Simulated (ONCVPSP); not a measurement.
O (Z = 8): one change to an ONCV potential, before and after

ONCVPSP 4.0.1 input, shortened (lines: element, Z, core and valence counts, functional; n l f; lmax; l rc ep ncon nbas qcut; lloc lpopt rc5 dvloc0; l nproj debl; icmod fcfact rcfact), LDA (Perdew-Wang 92), scalar-relativistic:

```
  O 8.00    1    2  -001012      upf
    1    0    2.00
    2    0    1.00
    2    1    5.00
    2
    0    0.75    0.00    4    7    9.30
    1    1.00    0.00    3    7    9.80
    2    0.95    0.24    4    9   11.20
    4    5    0.60    0.00
    0    2    1.20
    1    1    1.50
    2    2    0.90
    0    0.00    0.00
```

All-electron outer shells of the reference configuration (LDA (PZ), scalar-relativistic, ld1.x):

```tsv
shell	level (eV)	outermost node (bohr)	outermost maximum (bohr)
1s	-511.50	–	0.13
2s	-24.21	0.28	0.88
2p	-9.60	–	0.82
```

Change: s: qcut 6.3; p: qcut 6.6; d: qcut 7.5.

Cutoffs: the cutoffs (Ha) at which the residual kinetic energy of the hardest occupied pseudo-wave falls to 1 and 0.1 mHa per electron; they do not see the model core or the augmentation charge, which bear on the density cutoff. Errors are all-electron minus pseudo energies relative to the spin-unpolarised reference configuration.

Question: What does the change do?

Answer: Of the 4 tests that both files solve, the error grows in 3 and shrinks in 0 by more than 15 % and 0.3 meV (median size 78.2 → 133.6 meV); neither file shows a bound ghost.

```csv
quantity,base,changed
"cutoffs, loose and tight","42 Ha, 92 Ha",not determined
bound ghosts,none,none
GHOST(+) flags under 300 eV,none,none
"error for 2s2 2p4, meV [ΔE -14.59 eV]",+14,+12
"error for 2s2 2p3, meV [ΔE 2.00 eV]",+35,+51
"error for 2s2 2p2, meV [ΔE 35.71 eV]",+121,+216
"error for 2s2 2p0, meV [ΔE 166.65 eV]",+1208,+2084
s: phases at 0.76 bohr within 0.05 rad from the reference energy up to (Ha; the scan ends near 5),to the end of the scan,to the end of the scan
p: phases at 1.01 bohr within 0.05 rad from the reference energy up to (Ha; the scan ends near 5),to the end of the scan,4.1
d: phases at 0.96 bohr within 0.05 rad from the reference energy up to (Ha; the scan ends near 5),to the end of the scan,to the end of the scan
```
